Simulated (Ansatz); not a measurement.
Mulliken charges of CH4FNOSi (`N=C(F)O[SiH3]`) from r2SCAN/def2-TZVPP in Ansatz (PBE0-D4/def2-TZVP geometry).

| atom | x (Å) | y (Å) | z (Å) | charge (e) |
| --- | --- | --- | --- | --- |
| N1 | 1.646 | 0.939 | 0.193 | -0.314 |
| C2 | 1.378 | -0.267 | 0.000 | 0.379 |
| F3 | 2.362 | -1.138 | -0.108 | -0.161 |
| O4 | 0.227 | -0.916 | -0.130 | -0.319 |
| Si5 | -1.280 | -0.188 | -0.070 | 0.400 |
| H6 | 0.822 | 1.526 | 0.263 | 0.151 |
| H7 | -1.375 | 0.826 | -1.148 | -0.045 |
| H8 | -2.236 | -1.293 | -0.267 | -0.047 |
| H9 | -1.456 | 0.465 | 1.250 | -0.045 |

Question: By hand: the dipole of these point charges (1 e Å = 4.8032 D).

Answer: Σ q r = (-0.603, 0.237, 0.018) e Å, of length 0.648 e Å = 3.11 D.

Question: How does the dipole of the full density compare? (Estimate.)

Answer: Computed: (-0.722, 0.033, -0.016) e Å, 3.47 D; the point charges give 0.90 times that, at 19° from its direction.

Point charges leave out the atoms' own dipoles, such as those of lone pairs, and Mulliken's split depends on the basis, so the two needn't agree.
